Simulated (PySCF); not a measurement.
Si(F)(I)2(Me) (CH₃FI₂Si), SMILES I[Si](F)(C)I.

Geometry optimised at B3LYP-D3(BJ)/def2-SVP. The def2 effective core potentials stand for the cores of I; spin–orbit coupling is left out.

Two levels are set side by side: PBE/def2-TZVP (PySCF) and r2SCAN/def2-TZVP (PySCF). Same geometry, gas phase. Differences are taken from unrounded values.

```csv
quantity,r2SCAN,PBE,PBE minus r2SCAN
orbital gap (eV),4.96,4.41,-0.55
highest occupied level (eV),-6.89,-6.58,0.31
lowest empty level (eV),-1.93,-2.17,-0.24
dipole moment (D),1.98,1.91,-0.07
mean polarisability (bohr³),100.0,103.4,3.3
```

Rough cost on one machine, each run with all the roots and properties that it gave: r2SCAN against PBE about 3 times.
